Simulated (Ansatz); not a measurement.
RuO3S (RuSO3), relaxed as a singlet with RKS B3LYP-D4/def2-SVP in Ansatz, starting from the GFN2-xTB geometry. Force threshold 0.02 eV/Å.

In the def2 sets Ru takes a core potential; there is no spin–orbit coupling. The restricted singlet is unstable towards broken spin symmetry at other levels; at B3LYP-D4/def2-SVP this wasn't settled.

Start:

```xyz
5

Ru    0.1440   -0.0676   -0.0192
O    -0.0505   -1.6203    0.3952
O     0.5091    0.1340   -1.5834
O     1.1341    0.7388    0.9759
S    -1.7368    0.8151    0.2316
```

Problem. Estimate the energy that the relaxation releases and the steps that it takes.

Solution. 11.0 kcal/mol, in 4 steps; 6.5 s on 4 threads of Arm Neoverse V2 on a shared host. No frequencies were taken in this run, so the end may be a saddle point.

Problem. Does the start keep its bonding and symmetry?

Solution. By distances, no bond broke or formed. The bond that changes most is Ru1–O3, from 1.62 to 1.68 Å (atoms count from 1). Point group C3v at the start, C3v at the end, both within 0.05 Å.

Problem. Predict the relaxed structure.

Solution. 
| atom | x (Å) | y (Å) | z (Å) |
| --- | --- | --- | --- |
| Ru1 | 0.085 | -0.040 | -0.011 |
| O2 | -0.021 | -1.669 | 0.400 |
| O3 | 0.550 | 0.123 | -1.621 |
| O4 | 1.189 | 0.740 | 0.993 |
| S5 | -1.802 | 0.846 | 0.240 |
Bond lengths: 3 × O–Ru 1.68 Å; 1 × Ru–S 2.10 Å.
